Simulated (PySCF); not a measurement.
**Substituent effects on chemical shifts**

Parent skeleton `[CH:1]1=[CH:2][SiH2:3][CH:4]=[CH:5]1`; one hydrogen on atom 2 is replaced by X. Hydrogens on one atom are averaged.

Relativity neglected, single conformer, equivalent nuclei averaged, in vacuum. Coordinates at the GFN2-xTB level; PBE0/pcSseg-1 with gauge-including orbitals; PySCF 2.14.

δ = σ(ref) − σ, references computed at the same level: $^{13}$C (σref 186.93), $^{29}$Si (σref 349.16), $^{1}$H (σref 31.72) against TMS.

Parent (X = H): C1 156.7, C2 134.6, Si3 -46.1, C4 134.6, C5 156.7, H(C1) 7.35, H(Si3) 4.60, H(C4) 6.26, H(C5) 7.35 ppm. Effects are Δδ = δ(X) − δ(H), positive for deshielding.

(1) Give Δδ (ppm) for X = SCH3, C(S)CH3, OSiH3, CH2SiH3, allyl, CHCl2, OCHF2, OCOCH3, SO3H.

(2) Which position responds most, and to which substituents?

Results:

(1) 
```
      X                    SMILES     C1     C2    Si3     C4    C5  H(C1)  H(Si3)  H(C4)  H(C5)
   SCH3          CSC1=CC=C[SiH2]1  -17.9  +25.3   -5.2  -11.7  +2.6  -0.63   +0.02  -0.50  -0.03
C(S)CH3      CC(=S)C1=CC=C[SiH2]1   -8.6  +28.5   -6.7  +21.0  -1.5  -0.49   +0.18  +0.53  +0.06
  OSiH3     [SiH3]OC1=CC=C[SiH2]1  -25.1  +39.4  -21.9  -18.0  +1.8  -0.96   -0.02  -0.88  -0.10
CH2SiH3     [SiH3]CC1=CC=C[SiH2]1   -8.5  +19.1   -3.7   -5.6  +1.2  -0.49   -0.01  -0.34  -0.13
  allyl        C=CCC1=CC=C[SiH2]1   -7.4  +20.5   -4.0   -1.4  +0.4  -0.48   -0.06  -0.15  -0.15
  CHCl2     ClC(Cl)C1=CC=C[SiH2]1  -10.3  +21.3   -2.8   +5.8  -2.0  -0.57   +0.37  +0.29  -0.23
  OCHF2      FC(F)OC1=CC=C[SiH2]1  -32.1  +37.6   -5.3  -12.8  -0.2  -1.27   +0.09  -0.55  -0.20
 OCOCH3     CC(=O)OC1=CC=C[SiH2]1  -27.6  +25.2  -21.2   +4.0  -8.5  -0.64   +0.21  -0.08  -0.20
   SO3H  O=S(=O)(O)C1=CC=C[SiH2]1   +1.2  +13.3   +3.8  +14.1  -2.8  +0.20   +0.27  +0.65  -0.02
```

(2) C4: from -18.0 ppm with OSiH3 to +21.0 ppm with C(S)CH3.
